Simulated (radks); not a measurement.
Valence configurations of Ag (all share [Kr]). All-electron calculation, Dirac Kohn-Sham, PBEsol, spin-unpolarised, spherical densities, finite nucleus; open shells are shared between the two j in proportion to 2j + 1; Fermi nuclear charge, rms radius 4.5454 fm. Program: a radial shooting solver on a logarithmic mesh with Libxc functionals. Energies are relative to 4d10 5s1; eigenvalues in eV.

valence,E (eV),e(4d3/2),e(4d5/2),e(5p1/2),e(5p3/2),e(5s1/2)
4d10 5s1,0.000,-7.793,-7.235,-,-,-4.422
4d10 5s0.5 5p0.5,1.918,-8.864,-8.303,-1.318,-1.186,-5.163
4d10 5p1,3.926,-9.792,-9.228,-1.782,-1.632,-
4d9 5s2,4.052,-11.069,-10.471,-,-,-5.593
4d9 5s1 5p1,8.603,-12.876,-12.273,-2.227,-2.018,-6.787
4d9 5p2,13.432,-14.414,-13.806,-2.946,-2.706,-
4d8 5s1 5p2,20.874,-17.726,-17.078,-3.408,-3.106,-8.724
4d8 5p3,26.498,-19.064,-18.411,-4.003,-3.673,-
4d7.5 5s1 5p2.5,28.410,-20.142,-19.471,-3.954,-3.606,-9.619
4d7 5s1 5p3,36.895,-22.561,-21.869,-4.483,-4.089,-10.481

NIST lists [Kr] 4d10 5s1 as the ground configuration; this level of theory agrees among the configurations tried. The energies are those of spherical spin-averaged densities, not of single terms.
